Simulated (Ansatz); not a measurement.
Coupled-cluster diagnostics for NbO₄H₃, Ansatz.

Geometry of the singlet (PBE-D4/def2-SVP):

Cartesian coordinates in Å:
```
Nb 0.265 0.368 -0.306
O 1.893 0.895 -0.395
O -0.120 -1.432 -1.148
O -0.793 1.173 1.068
O 0.293 -1.755 0.249
H -0.546 -2.080 0.649
H -0.580 1.860 1.726
H -0.412 0.972 -1.844
```

In the def2 sets Nb takes a core potential; there is no spin–orbit coupling. Correlated methods freeze 4 core orbitals; core or outer-core shells of Nb are correlated, in sets that lack core-valence functions. The structure holds one bond between oxygen atoms, so isomers without such links may lie far lower. No other spin state of charge 0 was run. Another isomer (singlet) lies 0.10 eV lower at PBE0-D4/def2-TZVP; other spin states weren't run for this one.

Estimate the CCSD(T) correlation energy, the shares of MP2 and (T), T1 and the reference's ⟨S²⟩ for: charge 0, singlet, own geometry in def2-TZVP; and the rough time on 4 threads of Arm Neoverse V2 on a shared host.


| state | basis | correlation (eV) | MP2 share (%) | (T) share (%) | T1 | ⟨S²⟩ (pure) | wall time | remarks |
| --- | --- | --- | --- | --- | --- | --- | --- | --- |
| charge 0, singlet, own geometry | def2-TZVP | -38.665 | 97.7 | 4.8 | 0.022 | 0.00 (0.00) | 99 s | test for broken spin undecided |
Customary marks for T1 are 0.02 (closed shells), 0.045 (open shells) and about 0.05 (3d metals). T1 exceeds 0.02 in 1 of 1 rows and 0.045 in 0; the higher it lies, the less the single-reference result can be trusted.
